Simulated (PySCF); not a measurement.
## Threshold energies of ZnF in a plasma

PBE in PySCF with def2-TZVPPD on every atom, for the lowest determinant that a PBE0 search found; no spin–orbit coupling.

| species | state (unpaired electrons) | Re (Å) | ωe (cm⁻¹) | energy of the minimum from the neutral (eV) | De (eV) | dissociates to |
| --- | --- | --- | --- | --- | --- | --- |
| ZnF | doublet (σ ↑) | 1.809 | 559 | 0.00 | 3.20 | Zn + F |
| ZnF⁺ | singlet (closed shell) | 1.729 | 680 | 9.45 | 3.15 | Zn⁺ + F |
| ZnF⁻ | singlet (closed shell) | 1.971 | 368 | -1.92 | 1.45 | Zn + F⁻ |

Task: Work out the lowest energy to break ZnF into atoms, from its vibrational ground state.

Result: D0 = De − ωe/2 = 3.20 − 0.03 = 3.17 eV (PBE/def2-TZVPPD).

Task: Work out the ionisation energy of the Zn atom at this level and the threshold of dissociative ionisation.

Result: IE(Zn) = 9.45 + 3.15 − 3.20 = 9.40 eV, so Zn⁺ + F + e⁻ appears at D0 + IE(Zn) = 12.57 eV (PBE/def2-TZVPPD). The measured IE(Zn) is 9.394 eV (NIST ASD).

Task: Work out the electron affinity of the F atom and the threshold of dissociative attachment.

Result: EA(F) = 3.20 − 1.45 − (-1.92) = 3.67 eV, so Zn + F⁻ needs D0 − EA(F) = -0.50 eV (negative: it is exothermic at zero electron energy) (PBE/def2-TZVPPD). The measured EA(F) is 3.401 eV.

Task: At which energy does ion-pair formation open?

Result: Zn⁺ + F⁻ lies at D0 + IE(Zn) − EA(F) = 8.90 eV (PBE/def2-TZVPPD).

These are thermodynamic thresholds; the onsets seen under electron impact lie higher where the geometry changes, and cross-sections peak well above them.

For an ion De counts to the pair picked by the measured ionisation energies or electron affinities, which need not be the lowest pair at this level. The highest Kohn–Sham level is positive in this anion. Much of that is self-interaction error, but it also means that the finite basis helps to hold the extra electron. States were picked by a PBE0 search and need not be the measured ground states.
